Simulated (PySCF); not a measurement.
Species: C7H8.
Z-matrix (Å and degrees, GFN2-xTB geometry), rows numbered from 1:
```
C 
C   1  1.4992
C   2  1.3904  1  120.22
C   3  1.3827  2  120.79  1   179.35
C   4  1.3848  3  120.10  2     0.02
C   5  1.3836  4  119.60  3    -0.05
C   6  1.3843  5  120.17  4     0.06
H   1  1.0903  2  110.10  3   -72.55
H   1  1.0886  2  110.68  3    46.47
H   1  1.0872  2  111.07  3   167.50
H   3  1.0812  2  119.36  1    -0.70
H   4  1.0805  3  119.88  2  -179.97
H   5  1.0801  4  120.17  3   179.98
H   6  1.0804  5  120.08  4  -179.98
H   7  1.0813  2  119.58  1     0.68
```

Computed with PySCF 2.14.0, density-fitted response routines, TDDFT wB97X-D/def2-SVPD, vertical, gas phase, core orbitals frozen in the response.

Computed states:

```tsv
state	E (eV)	f
S1	5.49	0.0031
S2	6.19	0.016
S3	7.10	0.511
S4	7.14	0.740
S5	7.25	0.0025
S6	7.51	0.0000
S7	7.91	0.032
S8	7.94	0.0035
```

Each state is given a Gaussian of 0.5 eV full width at half maximum, with ε(max) = 2.175×10⁸ f / Δν̃ (Δν̃ the width in cm⁻¹). The width is an assumption, not a result. The curve ends short of the highest state used, and states not computed would add to its high-energy end.

(1) What does the envelope look like, and where are its maxima?

(2) On this curve, what absorbance would a 10⁻⁵ mol/L sample give at 193 nm over a 1 cm path?

(3) Coming from long wavelengths, where does ε first pass 100 L mol⁻¹ cm⁻¹?

Results:

(1) 
```
E (eV)  ε (L mol⁻¹ cm⁻¹)
  4.74                 0
  4.80                 1
  4.86                 2
  4.92                 5
  4.98                 9
  5.04                18
  5.10                31
  5.16                50
  5.22                74
  5.28               102
  5.34               129
  5.40               152
  5.46               166
  5.52               169
  5.58               164
  5.64               159
  5.70               163
  5.77               195
  5.83               257
  5.89               355
  5.95               484
  6.01               626
  6.07               756
  6.13               848
  6.19               882
  6.25               856
  6.31               790
  6.37               738
  6.43               799
  6.49              1139
  6.55              2025
  6.61              3852
  6.67              7127
  6.73             12379
  6.79             19953
  6.85             29749
  6.91             40986
  6.97             52166
  7.03             61331
  7.09             66607
  7.15             66820
  7.22             60673
  7.28             51266
  7.34             40035
```

Maxima: 225 nm (5.51 eV), ε about 170, made up of S1 (97%); 200 nm (6.19 eV), ε about 880, made up of S2 (99%); 174 nm (7.12 eV), ε about 67000, made up of S3 (41%) and S4 (59%) (ε in L mol⁻¹ cm⁻¹; maxima over ε = 5, shares over 10%).

(2) 193 nm is 6.424 eV, where ε is about 780 L mol⁻¹ cm⁻¹, so A = ε c l ≈ 0.0078 (Beer–Lambert, with the gas-phase spectrum and the assumed width).

(3) At about 235 nm (5.28 eV), 0.21 eV below S1.

Hardware: one thread of an x86-64 server, shared host. Cost: 40 s of wall time.
